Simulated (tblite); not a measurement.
Species: C₃H₂F₂Se₂.
Atom-mapped SMILES: `[F:1][C:2]1=[C:3]([F:4])[Se:5][Se:6][CH2:7]1` (hydrogens: H8, H9 on C7)

Computed with GFN2-xTB (tblite), gas phase: L-BFGS steps from a force-field or distance-geometry start until the largest atomic force falls under 0.01 eV/Å.

At the end of the run (lengths in Å): Se5–Se6 2.344, F1–C2 1.348, C3–F4 1.332, C2–C7 1.489, C2=C3 1.331, Se6–C7 1.979, C7–H9 1.093, Se5–Se6–C7 94.2°, F4–C3–Se5 114.6°, F1–C2–C7 114.9°, C2–C3–Se5 121.7°, F1–C2–C3–F4 1°, C2–C3–Se5–Se6 8°, C3–Se5–Se6–C7 -10°, H8–C7–Se6–Se5 -109°, H8–C7–C2–F1 -69°.

**Question.** These geometries were met on the way; a selection of coordinates is given. Order them by energy above the end point, lowest first.
A. Se5–Se6 2.380, F1–C2 1.343, C3–F4 1.333, C2–C7 1.498, C2=C3 1.323, Se6–C7 1.973, C7–H9 1.088, Se5–Se6–C7 88.1°, F4–C3–Se5 120.7°, F1–C2–C7 118.1°, C2–C3–Se5 117.7°, F1–C2–C3–F4 1°, C2–C3–Se5–Se6 20°, C3–Se5–Se6–C7 -27°, H8–C7–Se6–Se5 -85°, H8–C7–C2–F1 -92°
B. Se5–Se6 2.339, F1–C2 1.347, C3–F4 1.330, C2–C7 1.495, C2=C3 1.333, Se6–C7 1.971, C7–H9 1.090, Se5–Se6–C7 90.8°, F4–C3–Se5 115.8°, F1–C2–C7 116.4°, C2–C3–Se5 119.7°, F1–C2–C3–F4 3°, C2–C3–Se5–Se6 20°, C3–Se5–Se6–C7 -27°, H8–C7–Se6–Se5 -86°, H8–C7–C2–F1 -89°
C. Se5–Se6 2.436, F1–C2 1.433, C3–F4 1.377, C2–C7 1.448, C2=C3 1.292, Se6–C7 1.951, C7–H9 1.118, Se5–Se6–C7 86.0°, F4–C3–Se5 120.3°, F1–C2–C7 118.8°, C2–C3–Se5 116.8°, F1–C2–C3–F4 1°, C2–C3–Se5–Se6 21°, C3–Se5–Se6–C7 -27°, H8–C7–Se6–Se5 -86°, H8–C7–C2–F1 -92°
D. Se5–Se6 2.323, F1–C2 1.342, C3–F4 1.330, C2–C7 1.484, C2=C3 1.327, Se6–C7 1.980, C7–H9 1.090, Se5–Se6–C7 89.7°, F4–C3–Se5 119.1°, F1–C2–C7 117.0°, C2–C3–Se5 118.1°, F1–C2–C3–F4 2°, C2–C3–Se5–Se6 20°, C3–Se5–Se6–C7 -27°, H8–C7–Se6–Se5 -86°, H8–C7–C2–F1 -91°
E. Se5–Se6 2.417, F1–C2 1.352, C3–F4 1.319, C2–C7 1.486, C2=C3 1.365, Se6–C7 1.962, C7–H9 1.090, Se5–Se6–C7 87.1°, F4–C3–Se5 122.6°, F1–C2–C7 120.3°, C2–C3–Se5 116.5°, F1–C2–C3–F4 1°, C2–C3–Se5–Se6 21°, C3–Se5–Se6–C7 -28°, H8–C7–Se6–Se5 -84°, H8–C7–C2–F1 -92°

**Answer.** B (0.029 eV), D (0.049 eV), A (0.086 eV), E (0.166 eV), C (0.371 eV).

| step | E above end (eV) | rms distance from the end, all atoms (Å) | largest force (eV/Å) | rms shift of all bonds from the end (Å) |
| --- | --- | --- | --- | --- |
| 8 | 0.029 | 0.203 | 0.102 | 0.006 |
| 5 | 0.049 | 0.212 | 0.374 | 0.009 |
| 3 | 0.086 | 0.220 | 0.554 | 0.015 |
| 1 | 0.166 | 0.225 | 2.113 | 0.028 |
| 0 | 0.371 | 0.229 | 3.726 | 0.051 |

Rows stand in the order of the answer.
